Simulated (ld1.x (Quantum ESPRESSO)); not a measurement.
**What one change does to a pseudopotential (phosphorus, RRKJ)**

- Element: phosphorus
- Generator: ld1.x (Quantum ESPRESSO) 7.5
- Type: norm-conserving RRKJ (Kleinman–Bylander form)
- Functional: PBE
- Relativity: scalar-relativistic
- Frozen core: [Ne]
- Valence charge: 5
- Reference configuration: 3s2 3p3
- Partial waves: 3s (bound): rc 1.40 bohr; 3p (bound): rc 1.30 bohr; 3d channel at 0.4 Ry: rc 1.40 bohr
- Local potential: all-electron potential smoothed inside 1.30 bohr (lloc = -1)
- Core correction: none

Change: wave 3s (bound): rc 1.40 bohr becomes 3s (bound): rc 1.26 bohr.

Cutoffs: the cutoffs (Ry, on a coarse ladder) from which the occupation-weighted sum of valence levels, in a spherical-Bessel basis at the reference potential, stays within 10 and 1 mRy of its value at 400 Ry; they do not see the model core or the augmentation charge, which bear on the density cutoff. Errors are all-electron minus pseudo energies relative to the spin-unpolarised reference configuration.

Question: How do hardness, ghosts and transferability respond?

Answer: The potential gets neither clearly harder nor softer (55 Ry and 70 Ry → 55 Ry and 70 Ry); the p channel sets the loose cutoff, while the largest relative change is in s, which becomes harder; of the 7 tests that both files solve, the error grows in 3 and shrinks in 3 by more than 15 % and 0.3 meV (median size 14.1 → 12.6 meV); the range in which the s phases agree narrows (upper end 2.5 → 1.4); neither file shows a bound ghost.

| quantity | base | changed |
| --- | --- | --- |
| cutoff, loose | 55 Ry | 55 Ry |
| cutoff, tight | 70 Ry | 70 Ry |
| loose cutoff by channel (10 mRy a level) | s 18 Ry, p 40 Ry | s 35 Ry, p 40 Ry |
| bound ghosts | none | none |
| error for 3s2 3p2, meV [ΔE 9.73 eV] | +2.0 | +2.6 |
| error for 3s2 3p1, meV [ΔE 28.88 eV] | +14 | +18 |
| error for 3s2 3p0, meV [ΔE 58.62 eV] | +48 | +61 |
| error for 3s1 3p3, meV [ΔE 18.85 eV] | +19 | +13 |
| error for 3s2 3p2.5, meV [ΔE 3.77 eV] | +0.3 | +0.4 |
| error for 3s1 3p4, meV [ΔE 8.53 eV] | +12 | +5.9 |
| error for 3s0 3p5, meV [ΔE 17.20 eV] | +50 | +21 |
| s: phases at 1.55 bohr within 0.05 rad from the reference energy up to (Ry; the scan ends near 5) | 2.5 | 1.4 |
| p: phases at 1.55 bohr within 0.05 rad from the reference energy up to (Ry; the scan ends near 5) | 2.6 | 2.6 |
| d: phases at 1.55 bohr within 0.05 rad from the reference energy up to (Ry; the scan ends near 5) | to the end of the scan | to the end of the scan |
